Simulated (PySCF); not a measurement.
A side-by-side comparison of computed properties.

First species: C₆H₇NOS.
Structure used (PBE0-D3(BJ)/def2-SVP), in Å, numbered top down from 1:
```xyz
16
C6H7NOS angstrom
C     -2.5196   -0.5853   -0.2658
S     -1.6332   -0.0092    1.2131
O     -1.9713    1.4475    1.3551
C      0.0211   -0.0659    0.4850
C      0.6337    1.1481    0.2003
C      1.9267    1.1145   -0.3132
C      2.5370   -0.1264   -0.5014
N      1.9516   -1.2871   -0.2101
C      0.7189   -1.2567    0.2828
H     -2.3079    0.1212   -1.0802
H     -2.2048   -1.6057   -0.5266
H     -3.5884   -0.5671   -0.0118
H      0.0801    2.0723    0.3942
H      2.4601    2.0350   -0.5602
H      3.5555   -0.1838   -0.9018
H      0.2628   -2.2242    0.5303
```

Second species: C₆H₅ (charge +1).
InChI=1S/C6H5/c1-2-3-6-4-5-6/h4-5H,1H3/q+1

Levels: PBE0/def2-SVPD for HOMO energy, LUMO energy, HOMO–LUMO gap, static isotropic polarisability and electronic spatial extent ⟨r²⟩ about the centre of nuclear charge; TDDFT PBE0/def2-SVPD for lowest singlet excitation; TDA PBE0/def2-SVPD for lowest triplet excitation (Tamm–Dancoff); ΔSCF PBE0/def2-SVPD for vertical ionisation energy; PBE0-D3(BJ)/def2-SVP for rotational constant A and rotational constant C. Geometries: PBE0-D3(BJ)/def2-SVP. All species are isolated and taken at one optimised geometry, non-relativistic unless stated. Electronic properties by PySCF.

Dipoles, sizes and rotational constants follow the conformer. The torsions of the flexible species, by atom-mapped SMILES:
- `[CH3:1][S@:2](=[O:3])[c:4]1[cH:5][cH:6][cH:7][n:8][cH:9]1`: C1–S2–C4–C5 108°

(1) Which of the two has the higher S1 energy, and by how much?

(2) Which has the higher vertical ionisation energy?

(3) Which has the higher HOMO energy?

(4) Which has the higher HOMO–LUMO gap?

(5) Which of the two has the higher static isotropic polarisability, and by how much?

(6) Which has the higher LUMO energy?

(7) Which has the higher T1 energy?

(8) Which of the two has the higher ⟨r²⟩, and by how much?

Answers

(1) The first: 4.64 eV against 3.55 eV, a difference of 1.09 eV.

(2) The second: 14.89 eV against 8.85 eV, a difference of 6.04 eV.

(3) The first: -7.02 eV against -12.79 eV, a difference of 5.77 eV.

(4) The first: 5.71 eV against 5.37 eV, a difference of 0.34 eV.

(5) The first: 100.4 au against 67.4 au, a difference of 33.0 au.

(6) The first: -1.31 eV against -7.42 eV, a difference of 6.11 eV.

(7) The first: 3.99 eV against 3.24 eV, a difference of 0.75 eV.

(8) The first: 1401 bohr² against 754 bohr², a difference of 647 bohr².

On the first: The ΔSCF ionisation energy exceeds −ε(HOMO) by 1.83 eV with PBE0. In wavenumbers S1 is 37400 cm⁻¹ (1 eV = 8065.54 cm⁻¹).

On the second: The polarisability is 9.98 Å³ as a volume (1 au = 0.148185 Å³), or 1.68 au for each of the 40 electrons. The principal polarisabilities are 36.7, 47.6 and 117.8 au; their mean is the isotropic value.
